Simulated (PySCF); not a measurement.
A species of formula C6H5FO has this rotational fingerprint, computed with PBE0/pcSseg-1 in PySCF (dipole) on a GFN2-xTB geometry, gas phase:

- Rotational constants: A = 5683, B = 1465, C = 1165 MHz
- Dipole components: |μa| = 1.63 D, |μb| = 1.36 D, |μc| = 0.00 D
- Inertial defect: 0.00 u·Å²
- κ: -0.87

Question: Which candidate fits, each taken in the one conformer that was computed?
A. `[OH:1][c:2]1[cH:3][cH:4][c:5]([F:6])[cH:7][cH:8]1` with H–O1–C2–C3 0°
B. `[OH:1][c:2]1[cH:3][cH:4][cH:5][c:6]([F:7])[cH:8]1` with H–O1–C2–C3 180°

Answer: A. It is Oc1ccc(F)cc1, an asymmetric top, point group Cs. The candidates at the same level (rigid rotor, commonest isotopes):

```json
{"SMILES": "Oc1cccc(F)c1", "A (MHz)": "3776", "B (MHz)": "1805", "C (MHz)": "1221", "μa (D)": "0.76", "μb (D)": "0.48", "μc (D)": "0.00", "Δ (u·Å²)": "0.00", "point group": "Cs", "rotor": "asymmetric top"}
{"SMILES": "Oc1ccc(F)cc1", "A (MHz)": "5683", "B (MHz)": "1465", "C (MHz)": "1165", "μa (D)": "1.63", "μb (D)": "1.36", "μc (D)": "0.00", "Δ (u·Å²)": "0.00", "point group": "Cs", "rotor": "asymmetric top"}
```

`Oc1cccc(F)c1` has A 34 % too low. In the right answer the mirror of this Cs structure is the ab plane, so μc vanishes by symmetry. No structure here is proved a minimum.
